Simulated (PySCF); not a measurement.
**Two-component Hartree-Fock for Tm (thulium, neutral)**

Start: [Xe] 4f13 6s2; 4f5/2 filled at m_j = -3/2, -1/2, +1/2, +3/2, +5/2; 4f7/2 filled at m_j = -7/2, -5/2, -3/2, -1/2, +1/2, +3/2, +5/2, +7/2. Calculated with PySCF 2.14 in x2c-TZVPPall-2c (11s11p10d4f2g, 140 functions): generalised Hartree-Fock with the X2C-1e Hamiltonian and a Gaussian nucleus; one run each with spin-orbit coupling (SO) screened by Boettger's factors, then bare. This is a chosen level, not necessarily the ground level.

```json
{"spinor shell": "1s1/2", "electrons": "2", "ε, screened SO (eV)": "-59678.8", "ε, bare SO (eV)": "-59677.9", "weight of nominal j (bare SO)": "1.000", "rms radius, bare SO (bohr)": "0.0227"}
{"spinor shell": "2s1/2", "electrons": "2", "ε, screened SO (eV)": "-10197.3", "ε, bare SO (eV)": "-10197.1", "weight of nominal j (bare SO)": "1.000", "rms radius, bare SO (bohr)": "0.0917"}
{"spinor shell": "2p1/2", "electrons": "2", "ε, screened SO (eV)": "-9700.7", "ε, bare SO (eV)": "-9725.0", "weight of nominal j (bare SO)": "1.000", "rms radius, bare SO (bohr)": "0.0781"}
{"spinor shell": "2p3/2", "electrons": "4", "ε, screened SO (eV)": "-8715.3", "ε, bare SO (eV)": "-8707.0", "weight of nominal j (bare SO)": "1.000", "rms radius, bare SO (bohr)": "0.0852"}
{"spinor shell": "3s1/2", "electrons": "2", "ε, screened SO (eV)": "-2346.8", "ε, bare SO (eV)": "-2346.8", "weight of nominal j (bare SO)": "1.000", "rms radius, bare SO (bohr)": "0.235"}
{"spinor shell": "3p1/2", "electrons": "2", "ε, screened SO (eV)": "-2128.0", "ε, bare SO (eV)": "-2133.2", "weight of nominal j (bare SO)": "1.000", "rms radius, bare SO (bohr)": "0.226"}
{"spinor shell": "3p3/2", "electrons": "4", "ε, screened SO (eV)": "-1916.1", "ε, bare SO (eV)": "-1914.4", "weight of nominal j (bare SO)": "1.000", "rms radius, bare SO (bohr)": "0.241"}
{"spinor shell": "3d3/2", "electrons": "4", "ε, screened SO (eV)": "-1547.0", "ε, bare SO (eV)": "-1551.9", "weight of nominal j (bare SO)": "1.000", "rms radius, bare SO (bohr)": "0.214"}
{"spinor shell": "3d5/2", "electrons": "6", "ε, screened SO (eV)": "-1501.6", "ε, bare SO (eV)": "-1498.5", "weight of nominal j (bare SO)": "1.000", "rms radius, bare SO (bohr)": "0.218"}
{"spinor shell": "4s1/2", "electrons": "2", "ε, screened SO (eV)": "-489.23", "ε, bare SO (eV)": "-489.26", "weight of nominal j (bare SO)": "1.000", "rms radius, bare SO (bohr)": "0.530"}
{"spinor shell": "4p1/2", "electrons": "2", "ε, screened SO (eV)": "-399.27", "ε, bare SO (eV)": "-400.54", "weight of nominal j (bare SO)": "1.000", "rms radius, bare SO (bohr)": "0.541"}
{"spinor shell": "4p3/2", "electrons": "4", "ε, screened SO (eV)": "-351.75", "ε, bare SO (eV)": "-351.37", "weight of nominal j (bare SO)": "1.000", "rms radius, bare SO (bohr)": "0.574"}
{"spinor shell": "4d3/2", "electrons": "4", "ε, screened SO (eV)": "-202.61", "ε, bare SO (eV)": "-203.66", "weight of nominal j (bare SO)": "0.996", "rms radius, bare SO (bohr)": "0.611"}
{"spinor shell": "4d5/2", "electrons": "6", "ε, screened SO (eV)": "-195.28", "ε, bare SO (eV)": "-194.69", "weight of nominal j (bare SO)": "0.997", "rms radius, bare SO (bohr)": "0.625"}
{"spinor shell": "5s1/2", "electrons": "2", "ε, screened SO (eV)": "-64.582", "ε, bare SO (eV)": "-64.596", "weight of nominal j (bare SO)": "1.000", "rms radius, bare SO (bohr)": "1.33"}
{"spinor shell": "5p1/2", "electrons": "2", "ε, screened SO (eV)": "-37.561", "ε, bare SO (eV)": "-37.704", "weight of nominal j (bare SO)": "0.997", "rms radius, bare SO (bohr)": "1.51"}
{"spinor shell": "5p3/2", "electrons": "4", "ε, screened SO (eV)": "-31.629", "ε, bare SO (eV)": "-31.596", "weight of nominal j (bare SO)": "0.998", "rms radius, bare SO (bohr)": "1.64"}
{"spinor shell": "4f5/2", "electrons": "5", "ε, screened SO (eV)": "-14.186", "ε, bare SO (eV)": "-14.787", "weight of nominal j (bare SO)": "0.976", "rms radius, bare SO (bohr)": "0.867"}
{"spinor shell": "4f7/2", "electrons": "8", "ε, screened SO (eV)": "-13.105", "ε, bare SO (eV)": "-12.731", "weight of nominal j (bare SO)": "0.985", "rms radius, bare SO (bohr)": "0.897"}
{"spinor shell": "6s1/2", "electrons": "2", "ε, screened SO (eV)": "-5.273", "ε, bare SO (eV)": "-5.273", "weight of nominal j (bare SO)": "1.000", "rms radius, bare SO (bohr)": "4.58"}
```

| quantity | screened SO | bare SO |
| --- | --- | --- |
| E (hartree) | -13569.19718 | -13570.01004 |
| M_J | 5/2 | 5/2 |
| ⟨J²⟩ | 8.791 | 8.769 |
| ⟨L²⟩ | 12.107 | 12.118 |
| ⟨S²⟩ | 0.849 | 0.860 |

Each row is a mean over spinors that exchange with the open shell spreads, by up to 8.805 eV (4d3/2).

Breit and QED terms are absent; they matter most for the inner s and p1/2 levels.

Densities and radii are taken from the X2C orbitals without a picture-change correction, which distorts them close to the nucleus.
